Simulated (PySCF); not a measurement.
## Optical rotation: `InChI=1S/C5H11NOSi/c1-3(7)4-2-5(4)8-6/h4-5H,2,6,8H2,1H3/t4-,5+/m1/s1`

Geometry (Å), atoms numbered from 1 in this order:
```xyz
19

C     2.5411    1.4882    0.3321
C     1.9682    0.1107    0.0899
O     2.6468   -0.8907    0.1307
C     0.5165    0.0879   -0.1910
C    -0.0186   -1.0218   -1.0611
C    -0.2941   -1.0539    0.3997
Si   -1.9954   -0.7147    1.1319
N    -2.7156    0.5196    0.1671
H     3.6002    1.4176    0.5658
H     2.4044    2.0991   -0.5580
H     2.0136    1.9647    1.1556
H     0.0330    1.0531   -0.2549
H     0.7113   -1.7151   -1.4547
H    -0.8125   -0.7755   -1.7509
H     0.3103   -1.7666    0.9488
H    -1.8800   -0.1228    2.4646
H    -2.7175   -1.9960    1.1801
H    -2.7302    0.4136   -0.8352
H    -3.5913    0.9117    0.4736
```

The calculation used TDDFT B3LYP/def2-SVPD circular dichroism and optical rotation, one conformer, gas phase in PySCF. Geometry: GFN2-xTB.

The molecule is flexible and this is one conformer; a measurement averages over conformers. States above about 7.0 eV (minus the energy of the highest occupied orbital) lie near or above the ionisation threshold and depend on the basis.

Stereocentres: C4 R, C6 S.

(1) What is the specific rotation at 633, 589.3, 546, 436, 405, 365, 355 nm?

(2) And for the mirror image at 589.3 nm?

(3) What is the molar rotation [Φ] = [α]·M/100 of the geometry above at 589.3 nm?

## Answers

(1) [α] in deg dm⁻¹ (g/mL)⁻¹:
```csv
λ (nm),origin-invariant length gauge,modified velocity gauge,length gauge (centre of mass),isotropic polarisability (au)
633,+269.4,+278.8,+269.1,98.1
589.3,+320.2,+331.3,+319.8,98.5
546,+387.4,+400.7,+387.0,99.0
436,+717.8,+741.6,+717.1,101.2
405,+903.9,+933.4,+903.1,102.2
365,+1306.2,+1347.4,+1305.2,104.0
355,+1459.8,+1505.4,+1458.8,104.6
```

(2) -320.2 deg dm⁻¹ (g/mL)⁻¹ (origin-invariant length gauge): the same size and the opposite sign.

(3) With M = 129.23 g/mol, +413.8 deg cm² dmol⁻¹ (origin-invariant length gauge).

The first excitation lies at 4.49 eV (276 nm) with R = +7.0 × 10⁻⁴⁰ esu² cm² (velocity form).
